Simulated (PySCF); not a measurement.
C₃H₄BrF. Atoms are numbered in the order given.

```xyz
9

F     -1.5258     1.0419     0.0000
C     -0.2059     0.7464     0.0000
Br     0.0845    -1.1677     0.0000
C      0.7036     1.6381     0.7653
C      0.7036     1.6381    -0.7653
H      1.5557     1.1958     1.2859
H      0.2281     2.4824     1.2725
H      1.5557     1.1958    -1.2859
H      0.2281     2.4824    -1.2725
```
Charge 0, spin multiplicity 1.

Geometry optimised at B3LYP-D3(BJ)/def2-SVP.

The numbers are results of PBE0/def2-TZVP (PySCF), not measurements.

Symmetry labels are those of the subgroup Cs that the program uses (full group Cs).

Question: List the valence orbital energies around the gap with their symmetry. (Estimate from the structure and the level; the computed values follow.)

Answer: 
| orbital | symmetry | energy (eV) |
|---|---|---|
| HOMO−7 | A" | -13.40 |
| HOMO−6 | A' | -12.56 |
| HOMO−5 | A' | -11.52 |
| HOMO−4 | A" | -11.08 |
| HOMO−3 | A" | -9.53 |
| HOMO−2 | A' | -9.17 |
| HOMO−1 | A' | -8.43 |
| HOMO | A" | -7.81 |
| LUMO | A' | -0.33 |
| LUMO+1 | A' | 1.57 |
| LUMO+2 | A' | 1.81 |
| LUMO+3 | A" | 2.05 |
